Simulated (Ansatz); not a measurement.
System: CH$_{4}$BO, charge 0, doublet. CH4BO (SMILES OB[CH2], doublet).
B3LYP-D3(BJ)/def2-TZVP minimum from Ansatz (a first-principles code):
```
B
O 1 1.3674
H 2 0.9619 1 113.47
H 1 1.1988 2 119.68 3 0.00
C 1 1.5284 4 122.30 2 -180.00
H 5 1.0838 1 122.82 4 0.00
H 5 1.0856 6 114.93 1 180.00
```
Charge 0, spin multiplicity 2.

Atomisation energy term by term, kcal/mol (programs: Ansatz). UHF or UKS for unpaired electrons; spin-orbit terms are left out. Cores are frozen in correlated methods. Rows without X2C or -DK are non-relativistic. CBS(X,Y): correlation extrapolated as X^-3, Hartree-Fock from the larger set. A bracket is a step between two methods taken in the basis named. 'core' is core correlation in cc-pwCVTZ, 'X2C' scalar relativity in cc-pVTZ-DK, both at CCSD(T). Where a partner has so few electrons that a lower coupled-cluster level is exact, that level stands in.

| term | basis | kcal/mol |
|---|---|---|
| Hartree-Fock | cc-pVQZ | 489.35 |
| CCSD correlation | CBS(cc-pVTZ,cc-pVQZ) | 139.32 |
| (T) | CBS(cc-pVTZ,cc-pVQZ) | 8.20 |
| CCSDT(Q) - CCSD(T) | cc-pVDZ | 0.52 |
| core correlation | cc-pwCVTZ | 2.65 |
| scalar relativity | X2C, cc-pVTZ-DK | -0.51 |
| sum: De |  | 639.5 |
